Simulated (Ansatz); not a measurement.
`NCO[SiH2][AlH2]` at its PBE0-D4/def2-TZVP geometry, where that method's forces vanish. The species carries charge 0 and has multiplicity 1.

```json
{"atom": "N1", "x (Å)": "-1.318", "y (Å)": "1.172", "z (Å)": "1.918"}
{"atom": "C2", "x (Å)": "-0.319", "y (Å)": "0.950", "z (Å)": "0.936"}
{"atom": "O3", "x (Å)": "0.160", "y (Å)": "-0.391", "z (Å)": "0.931"}
{"atom": "Si4", "x (Å)": "1.142", "y (Å)": "-0.978", "z (Å)": "-0.268"}
{"atom": "Al5", "x (Å)": "0.135", "y (Å)": "-0.849", "z (Å)": "-2.522"}
{"atom": "H6", "x (Å)": "-2.122", "y (Å)": "0.578", "z (Å)": "1.762"}
{"atom": "H7", "x (Å)": "-0.963", "y (Å)": "0.985", "z (Å)": "2.847"}
{"atom": "H8", "x (Å)": "-0.738", "y (Å)": "1.191", "z (Å)": "-0.050"}
{"atom": "H9", "x (Å)": "0.521", "y (Å)": "1.627", "z (Å)": "1.129"}
{"atom": "H10", "x (Å)": "1.424", "y (Å)": "-2.390", "z (Å)": "0.113"}
{"atom": "H11", "x (Å)": "2.459", "y (Å)": "-0.261", "z (Å)": "-0.257"}
{"atom": "H12", "x (Å)": "0.900", "y (Å)": "-1.469", "z (Å)": "-3.771"}
{"atom": "H13", "x (Å)": "-1.282", "y (Å)": "-0.165", "z (Å)": "-2.767"}
```

Question: For each bond, give half the difference of the two atoms' forces along it (eV/Å; positive pushes the atoms apart) under PBE-D4, r2SCAN-D4, B3LYP-D4, ωB97M-V in def2-TZVPP. (An estimate is asked.)

Answer: Computed: 
| bond | length (Å) | PBE-D4 | r2SCAN-D4 | B3LYP-D4 | ωB97M-V |
| --- | --- | --- | --- | --- | --- |
| N1–C2 | 1.418 | 0.03 | 0.08 | 0.18 | 0.26 |
| N1–H6 | 1.012 | 0.23 | 0.00 | -0.04 | -0.08 |
| N1–H7 | 1.012 | 0.23 | 0.00 | -0.04 | -0.08 |
| C2–O3 | 1.424 | 0.33 | 0.33 | 0.25 | 0.13 |
| C2–H8 | 1.098 | 0.06 | -0.08 | -0.14 | -0.14 |
| C2–H9 | 1.096 | 0.07 | -0.08 | -0.14 | -0.15 |
| O3–Si4 | 1.657 | 0.27 | -0.01 | 0.06 | 0.11 |
| Si4–Al5 | 2.472 | -0.17 | -0.01 | 0.06 | 0.02 |
| Si4–H10 | 1.490 | 0.07 | -0.02 | -0.12 | -0.14 |
| Si4–H11 | 1.500 | 0.05 | -0.01 | -0.08 | -0.12 |
| Al5–H12 | 1.591 | 0.07 | -0.02 | -0.07 | -0.10 |
| Al5–H13 | 1.592 | 0.08 | -0.02 | -0.08 | -0.10 |

B3LYP here is the variant with VWN-RPA as its local correlation; programs differ in this.
